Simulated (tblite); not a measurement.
Compound: C4H10OSi.
Atom-mapped SMILES: `[CH3:1][CH2:2][O:3][C@H:4]1[CH2:5][SiH2:6]1` (hydrogens: H7, H8, H9 on C1; H10, H11 on C2; H12 on C4; H13, H14 on C5; H15, H16 on Si6)

Computed with GFN2-xTB (tblite), gas phase: L-BFGS steps from a force-field or distance-geometry start until the largest atomic force falls under 0.01 eV/Å.

Step 30: E = -527.6265 eV
```
atom  x, y, z in Å  |  force x, y, z in eV/Å
C1      2.5859   -0.3660    0.5149   -0.004  -0.002   0.006
C2      1.4493   -0.0794   -0.4534   -0.050   0.013  -0.003
O3      0.2335   -0.3995    0.1779   -0.050  -0.012   0.044
C4     -0.9212    0.0573   -0.4840   -0.038  -0.028   0.007
C5     -2.2063   -0.6458   -0.0506    0.016  -0.034  -0.039
Si6    -2.1678    1.1742    0.4196    0.042   0.021   0.001
H7      2.5775    0.3549    1.3267    0.005   0.011   0.025
H8      3.5393   -0.3174   -0.0025    0.020   0.029   0.003
H9      2.4576   -1.3583    0.9369    0.004  -0.033  -0.019
H10     1.4578    0.9772   -0.7570    0.006   0.059   0.020
H11     1.5635   -0.6894   -1.3637   -0.006  -0.020  -0.038
H12    -0.7759    0.1621   -1.5584    0.010  -0.048   0.004
H13    -2.0515   -1.3883    0.7196   -0.022   0.010  -0.027
H14    -2.8403   -1.0086   -0.8480    0.027  -0.025   0.008
H15    -2.9544    2.0700   -0.4114    0.006   0.017   0.048
H16    -1.9545    1.4659    1.8219    0.034   0.043  -0.040
```

Step 31: E = -527.6275 eV
```
atom  x, y, z in Å  |  force x, y, z in eV/Å
C1      2.5836   -0.3653    0.5162    0.008  -0.012  -0.008
C2      1.4485   -0.0778   -0.4548   -0.042   0.008   0.020
O3      0.2330   -0.3985    0.1768   -0.046  -0.017   0.051
C4     -0.9219    0.0561   -0.4854   -0.037  -0.022   0.005
C5     -2.2071   -0.6462   -0.0492    0.042  -0.044  -0.059
Si6    -2.1652    1.1744    0.4182    0.030   0.020   0.016
H7      2.5749    0.3542    1.3307   -0.004  -0.017  -0.003
H8      3.5378   -0.3168    0.0004    0.026   0.045  -0.002
H9      2.4580   -1.3605    0.9333   -0.011  -0.013  -0.008
H10     1.4576    0.9807   -0.7552    0.006   0.019   0.009
H11     1.5611   -0.6905   -1.3650    0.006   0.022  -0.014
H12    -0.7769    0.1601   -1.5597    0.008  -0.053  -0.004
H13    -2.0491   -1.3893    0.7199   -0.031   0.015  -0.024
H14    -2.8385   -1.0105   -0.8480    0.015  -0.021   0.018
H15    -2.9545    2.0698   -0.4088   -0.006   0.029   0.030
H16    -1.9490    1.4690    1.8190    0.036   0.041  -0.029
```

Step 32: E = -527.6283 eV
```
atom  x, y, z in Å  |  force x, y, z in eV/Å
C1      2.5810   -0.3650    0.5174    0.015  -0.017  -0.019
C2      1.4466   -0.0759   -0.4555   -0.019   0.000   0.039
O3      0.2315   -0.3970    0.1769   -0.022  -0.015   0.039
C4     -0.9230    0.0547   -0.4870   -0.016  -0.012  -0.002
C5     -2.2065   -0.6473   -0.0488    0.038  -0.030  -0.050
Si6    -2.1623    1.1746    0.4171    0.010   0.008   0.016
H7      2.5714    0.3528    1.3345   -0.011  -0.043  -0.028
H8      3.5363   -0.3150    0.0031    0.020   0.055  -0.003
H9      2.4574   -1.3631    0.9294   -0.021   0.009  -0.002
H10     1.4575    0.9845   -0.7536   -0.002  -0.025   0.004
H11     1.5581   -0.6908   -1.3659    0.010   0.062   0.015
H12    -0.7773    0.1577   -1.5610    0.008  -0.056  -0.011
H13    -2.0463   -1.3901    0.7199   -0.033   0.010  -0.015
H14    -2.8368   -1.0129   -0.8471   -0.003  -0.021   0.012
H15    -2.9538    2.0695   -0.4068   -0.015   0.036   0.019
H16    -1.9413    1.4722    1.8159    0.038   0.039  -0.015
```

Step 33: E = -527.6292 eV
```
atom  x, y, z in Å  |  force x, y, z in eV/Å
C1      2.5781   -0.3651    0.5183    0.018  -0.018  -0.025
C2      1.4442   -0.0737   -0.4557    0.010  -0.009   0.049
O3      0.2294   -0.3952    0.1775    0.008  -0.008   0.019
C4     -0.9243    0.0533   -0.4893    0.015  -0.002  -0.011
C5     -2.2048   -0.6490   -0.0490    0.014  -0.003  -0.024
Si6    -2.1591    1.1747    0.4163   -0.014  -0.009   0.002
H7      2.5662    0.3498    1.3387   -0.015  -0.060  -0.041
H8      3.5350   -0.3119    0.0067    0.009   0.058  -0.004
H9      2.4556   -1.3660    0.9248   -0.023   0.023   0.002
H10     1.4577    0.9882   -0.7521   -0.013  -0.058   0.006
H11     1.5553   -0.6895   -1.3667    0.009   0.089   0.037
H12    -0.7779    0.1546   -1.5631    0.011  -0.057  -0.016
H13    -2.0429   -1.3906    0.7200   -0.030   0.002  -0.004
H14    -2.8356   -1.0161   -0.8454   -0.021  -0.021  -0.003
H15    -2.9535    2.0692   -0.4048   -0.018   0.037   0.014
H16    -1.9311    1.4762    1.8124    0.040   0.036  -0.002
```

Question: Estimate the geometry and energy of step 34. (The exact step hangs on the optimiser's Hessian estimate; all steps are aligned on step 33, rigid shifts and turns removed.)

Answer: E = -527.6304 eV, largest force 0.114 eV/Å
```
atom  x, y, z in Å  |  force x, y, z in eV/Å
C1      2.5743   -0.3658    0.5193    0.020  -0.015  -0.026
C2      1.4414   -0.0708   -0.4554    0.040  -0.015   0.048
O3      0.2269   -0.3930    0.1777    0.041   0.000  -0.006
C4     -0.9258    0.0515   -0.4930    0.051   0.008  -0.018
C5     -2.2022   -0.6513   -0.0494   -0.023   0.030   0.014
Si6    -2.1548    1.1749    0.4152   -0.044  -0.028  -0.020
H7      2.5580    0.3439    1.3443   -0.017  -0.065  -0.043
H8      3.5337   -0.3062    0.0125   -0.006   0.053  -0.008
H9      2.4523   -1.3699    0.9184   -0.017   0.030   0.004
H10     1.4581    0.9923   -0.7502   -0.027  -0.078   0.013
H11     1.5524   -0.6859   -1.3677    0.007   0.102   0.050
H12    -0.7790    0.1491   -1.5670    0.016  -0.056  -0.020
H13    -2.0379   -1.3911    0.7202   -0.024  -0.008   0.010
H14    -2.8346   -1.0211   -0.8423   -0.040  -0.017  -0.020
H15    -2.9545    2.0692   -0.4013   -0.017   0.032   0.011
H16    -1.9160    1.4830    1.8074    0.041   0.028   0.010
```

The energy changes by -0.0012 eV. The first-order estimate −F·Δx gives -0.0016 eV and the mean of the old and new forces, exact on a quadratic surface, -0.0012 eV. The step makes an angle of 73° with the force vector and moves no atom by more than 0.017 Å.

The cost below is that of the whole relaxation. Time: 1.3 s wall. Hardware: Arm Neoverse N1, one thread, shared host with 64 logical CPUs at a one-minute load of 57.
